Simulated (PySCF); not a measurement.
Theory: shielding tensors at PBE0/pcSseg-1 (GIAO), geometry from GFN2-xTB, in PySCF (non-relativistic, one computed conformer, fast rotation and ring inversion assumed for equivalent nuclei, gas phase).

Chemical shifts δ = σref − σ; TMS for $^{1}$H (σref 31.72), $^{13}$C (σref 186.93), all at this level. Shifts are as computed. Against solution values, carbons near 30 ppm lie about +3 ppm off and those near 130 ppm about +5 ppm. Of 1211 compounds with measured shifts, 218 miss one by over three times the rms of a fit or turn the order of signals round; such compounds aren't used in these exercises. OH and NH positions are gas-phase values without hydrogen bonding to other molecules.

(1) Order these molecules by the shift of their most shielded carbon, lowest δ first.
A. FCC=C(F)F
B. CN[SiH2]O[SiH3]
C. C/C([SiH3])=C/F
D. Cc1[pH]c2ccccc2c1F

(2) How many $^{13}$C and $^{1}$H signals does each give (equivalence by symmetry and fast rotation, but not about amide C–N or C=N bonds)? `Cc1[pH]c2ccccc2c1F`, `FCC=C(F)F`, `CN[SiH2]O[SiH3]`, `C/C([SiH3])=C/F`

Results:

(1) D (14.3 ppm, methyl carbon on an unsaturated ring), C (18.8 ppm, allylic methyl carbon), B (27.8 ppm, methyl carbon bonded to N), A (79.3 ppm, allylic sp3 CH2 bonded to F).

(2) Cc1[pH]c2ccccc2c1F: 9 C, 6 H; FCC=C(F)F: 3 C, 2 H; CN[SiH2]O[SiH3]: 1 C, 4 H; C/C([SiH3])=C/F: 3 C, 3 H.
